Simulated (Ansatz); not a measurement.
`CC[O][GeH3]` → `[OH][GeH3]` + `C=C` at 700 K and 1 bar (alkene loss).

Gas-phase electronic energies from Ansatz, PBE0-D4/def2-TZVP geometries. CBS: MP2 limit from def2 TZ/QZ plus the TZ coupled-cluster correction, frozen cores. This one scheme is used for every species. For Ge outer-core shells are correlated without core-valence functions, which leaves a few kJ/mol of doubt a bond. Scalar relativity is left out up to krypton. One conformer a species, not always the lowest.

| species | CCSD(T)/CBS energy (Eh) | H − E (kJ/mol) | S (J/(mol·K)) |
| --- | --- | --- | --- |
| `CC[O][GeH3]` | -2232.20346 | 322.9 | 458.0 |
| `[OH][GeH3]` | -2153.69723 | 141.7 | 338.7 |
| `C=C` | -78.48111 | 168.9 | 268.4 |

H − E and S are ideal-gas, rigid-rotor, harmonic terms from PBE0-D4/def2-TZVP, for one conformer and one mirror image of each species. 1 Eh = 2625.50 kJ/mol, R = 8.31446 J/(mol·K).

**Question.** By hand: ΔE, ΔH, ΔS and ΔG.

**Answer.** ΔE = (-2153.69723) + (-78.48111) − (-2232.20346) = 0.02512 Eh = 66.0 kJ/mol. Δ(H − E) = 141.7 + 168.9 − 322.9 = -12.3, so ΔH = 53.7 kJ/mol. ΔS = 338.7 + 268.4 − 458.0 = 149.1 J/(mol·K). ΔG = 53.7 − 700 × (149.1)/1000 = -50.7 kJ/mol.

**Question.** By hand: the equilibrium constant, and the temperature at which ΔG would vanish if ΔH and ΔS stayed fixed.

**Answer.** log₁₀ K = −ΔG/(RT ln 10) = 3.8. ΔG = 0 at ΔH/ΔS = 360 K.

The number of gas molecules changes by +1, which sets the sign of ΔS. A doubt of 5 kJ/mol in ΔE shifts log₁₀ K by 0.4 here. Other conformers and mirror images would add mixing entropy, several J/(mol·K) or more a flexible species. Modes under 60 cm⁻¹, often nearly free rotors, make the harmonic entropy too high. These are equilibria of isolated gas molecules and say nothing of rates. Largest T1 diagnostic: 0.011 (customary marks: 0.02 for closed shells, 0.045 for open ones).
